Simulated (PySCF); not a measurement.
Molfile (atoms numbered from 1):
```
C5H4F4O2
     RDKit          3D

 15 15  0  0  0  0  0  0  0  0999 V2000
    0.6592    1.9183   -1.1622 O   0  0  0  0  0  0  0  0  0  0  0  0
    0.9442    0.9688   -0.5113 C   0  0  0  0  0  0  0  0  0  0  0  0
    1.9680   -0.1398   -0.5514 C   0  0  0  0  0  0  0  0  0  0  0  0
    1.4370   -0.6767    0.6693 O   0  0  0  0  0  0  0  0  0  0  0  0
    0.4491    0.3448    0.7985 C   0  0  2  0  0  0  0  0  0  0  0  0
   -0.9701   -0.2254    0.9110 C   0  0  1  0  0  0  0  0  0  0  0  0
   -1.7567    0.5890    1.6727 F   0  0  0  0  0  0  0  0  0  0  0  0
   -1.6669   -0.4148   -0.4467 C   0  0  0  0  0  0  0  0  0  0  0  0
   -2.0225    0.7332   -1.0117 F   0  0  0  0  0  0  0  0  0  0  0  0
   -2.7687   -1.1598   -0.3260 F   0  0  0  0  0  0  0  0  0  0  0  0
   -0.8621   -1.0540   -1.3092 F   0  0  0  0  0  0  0  0  0  0  0  0
    1.8720   -0.8365   -1.3876 H   0  0  0  0  0  0  0  0  0  0  0  0
    3.0070    0.1828   -0.4516 H   0  0  0  0  0  0  0  0  0  0  0  0
    0.6213    0.9829    1.6761 H   0  0  0  0  0  0  0  0  0  0  0  0
   -0.9153   -1.2047    1.4083 H   0  0  0  0  0  0  0  0  0  0  0  0
  1  2  2  0
  2  3  1  0
  3  4  1  0
  4  5  1  0
  5  6  1  0
  6  7  1  0
  6  8  1  0
  8  9  1  0
  8 10  1  0
  8 11  1  0
  5  2  1  0
  3 12  1  0
  3 13  1  0
  5 14  1  1
  6 15  1  1
M  END
```

- geometry: GFN2-xTB
- shielding tensors at PBE0/pcSseg-1 (GIAO)
- code: PySCF 2.14.0 with density-fitted response routines
- one averaged value for each set of equivalent atoms, isolated molecule, one computed conformer, non-relativistic Hamiltonian

**Question.** Predict the 2D correlation tables (HSQC, COSY, HMBC).

**Answer.** 

HSQC (one-bond C–H):
```
        δH          δC
5.75 (H14)  104.2 (C5)
5.60 (H12)   94.0 (C3)
5.47 (H13)   94.0 (C3)
5.24 (H15)   94.1 (C6)
```

COSY cross peaks (H two or three bonds apart, from the bond graph; peaks can be absent where the dihedral angle is near 90°):
```
        δH          δH
5.75 (H14)  5.24 (H15)
5.60 (H12)  5.47 (H13)
```

HMBC (two and three bonds, from the bond graph):
```
        δH                                            δC
5.75 (H14)  204.3 (C2), 131.5 (C8), 94.1 (C6), 94.0 (C3)
5.60 (H12)                        204.3 (C2), 104.2 (C5)
5.47 (H13)                        204.3 (C2), 104.2 (C5)
5.24 (H15)            204.3 (C2), 131.5 (C8), 104.2 (C5)
```

Chemical shifts δ = σref − σ; 1H (31.72 ppm) and 13C (186.93 ppm) against TMS, all at this level.

Shifts are as computed. Against solution values, carbons near 30 ppm lie about +3 ppm off and those near 130 ppm about +5 ppm. Of 1309 compounds with measured shifts, 239 miss one by over three times the rms of a fit or turn the order of signals round; such compounds aren't used in these exercises.
